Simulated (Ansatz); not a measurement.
A calculation with Ansatz (development build ahead of 0.2.0).

```yaml
crystal:
  periodic: [false, false, false]
  atoms:
    - { symbol: C, position_ang: [0.785, 0.785, 0.785] }
    - { symbol: C, position_ang: [0.785, 0.785, -0.785] }
    - { symbol: C, position_ang: [0.785, -0.785, 0.785] }
    - { symbol: C, position_ang: [0.785, -0.785, -0.785] }
    - { symbol: C, position_ang: [-0.785, 0.785, 0.785] }
    - { symbol: C, position_ang: [-0.785, 0.785, -0.785] }
    - { symbol: C, position_ang: [-0.785, -0.785, 0.785] }
    - { symbol: C, position_ang: [-0.785, -0.785, -0.785] }
    - { symbol: H, position_ang: [1.41431, 1.41431, 1.41431] }
    - { symbol: H, position_ang: [1.41431, 1.41431, -1.41431] }
    - { symbol: H, position_ang: [1.41431, -1.41431, 1.41431] }
    - { symbol: H, position_ang: [1.41431, -1.41431, -1.41431] }
    - { symbol: H, position_ang: [-1.41431, 1.41431, 1.41431] }
    - { symbol: H, position_ang: [-1.41431, 1.41431, -1.41431] }
    - { symbol: H, position_ang: [-1.41431, -1.41431, 1.41431] }
    - { symbol: H, position_ang: [-1.41431, -1.41431, -1.41431] }
basis:
  gaussian: { orbitals: "6-31G" }
hamiltonian:
  xc: hf
output:
  forces: true
```

The input is written out in the form of the current development build from the run's settings.

Results

* Converged: yes
* Total energy: -307.25183 hartree

Forces (eV/Å):
```json
{"atom": "C1", "Fx": "0.350", "Fy": "0.350", "Fz": "0.350"}
{"atom": "C2", "Fx": "0.350", "Fy": "0.350", "Fz": "-0.350"}
{"atom": "C3", "Fx": "0.350", "Fy": "-0.350", "Fz": "0.350"}
{"atom": "C4", "Fx": "0.350", "Fy": "-0.350", "Fz": "-0.350"}
{"atom": "C5", "Fx": "-0.350", "Fy": "0.350", "Fz": "0.350"}
{"atom": "C6", "Fx": "-0.350", "Fy": "0.350", "Fz": "-0.350"}
{"atom": "C7", "Fx": "-0.350", "Fy": "-0.350", "Fz": "0.350"}
{"atom": "C8", "Fx": "-0.350", "Fy": "-0.350", "Fz": "-0.350"}
{"atom": "H9", "Fx": "-0.278", "Fy": "-0.278", "Fz": "-0.278"}
{"atom": "H10", "Fx": "-0.278", "Fy": "-0.278", "Fz": "0.278"}
{"atom": "H11", "Fx": "-0.278", "Fy": "0.278", "Fz": "-0.278"}
{"atom": "H12", "Fx": "-0.278", "Fy": "0.278", "Fz": "0.278"}
{"atom": "H13", "Fx": "0.278", "Fy": "-0.278", "Fz": "-0.278"}
{"atom": "H14", "Fx": "0.278", "Fy": "-0.278", "Fz": "0.278"}
{"atom": "H15", "Fx": "0.278", "Fy": "0.278", "Fz": "-0.278"}
{"atom": "H16", "Fx": "0.278", "Fy": "0.278", "Fz": "0.278"}
```
